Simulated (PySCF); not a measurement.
C4H6Si, SMILES C1=C[SiH2]C=C1.

Geometry optimised at r2SCAN-D4/def2-SVP.

These are PBE0/def2-TZVP run with PySCF values and carry that method's errors.

Symmetry labels are those of the subgroup C2v that the program uses (full group C2v).

Computed valence orbital energies around the gap with their symmetry:
```csv
orbital,symmetry,energy (eV)
HOMO−7,A1,-13.58
HOMO−6,B2,-11.50
HOMO−5,A1,-10.80
HOMO−4,B1,-10.35
HOMO−3,A1,-9.00
HOMO−2,B1,-8.91
HOMO−1,B2,-8.89
HOMO,A2,-6.79
LUMO,B1,-1.62
LUMO+1,B2,0.83
LUMO+2,A1,1.44
LUMO+3,A2,1.48
```
